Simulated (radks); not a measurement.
The numbers below are computed, except where a source is named.
Neutral potassium, 19 electrons, occupied as [Ar] 4s1.

Code: a radial shooting solver on a logarithmic mesh with Libxc functionals. Model: Dirac Kohn-Sham, PBEsol, spin-unpolarised, spherical densities, finite nucleus; Fermi nuclear charge, rms radius 3.4349 fm.

Energy parts (eV):
part                      energy
total                 -16361.852
kinetic                16472.632
electron-nucleus      -38978.574
Hartree                 7029.562
exchange-correlation    -885.471

Orbitals (lengths in bohr, moments of r in powers of bohr; <r^-3> diverges for s and p1/2; r(max) is where P^2 peaks):
orbital  occ.  eigenvalue (eV)   r(max)  <r^-3>  small-component weight
1s1/2       2        -3516.748  0.05307       -                4.59e-03
2s1/2       2        -352.8029   0.3185       -                7.54e-04
2p1/2       2        -281.7670   0.2614       -                7.33e-04
2p3/2       4        -278.8805   0.2634   152.6                7.27e-04
3s1/2       2         -35.2635    1.077       -                1.36e-04
3p1/2       2         -18.9738    1.152       -                1.09e-04
3p3/2       4         -18.7062    1.159   14.25                1.07e-04
4s1/2       1          -2.3013    4.208       -                9.48e-06

The highest occupied level is 4s1/2 at -2.301 eV. For comparison, the ionisation energy in NIST's Atomic Spectra Database is 4.341 eV (measured). In exact Kohn-Sham theory the highest level is minus the ionisation energy, but local and semilocal functionals leave it too shallow, through self-interaction and a potential that decays too fast; potentials with the right tail come closer. Summed over all electrons, <r^2> = 48.89 bohr^2, which gives a Langevin (diamagnetic) susceptibility term of -38.7 x 10^-6 cm^3/mol.

Beside tabulated values, note that spin-unpolarised runs miss the spin-polarisation part of the exchange energy of open shells.
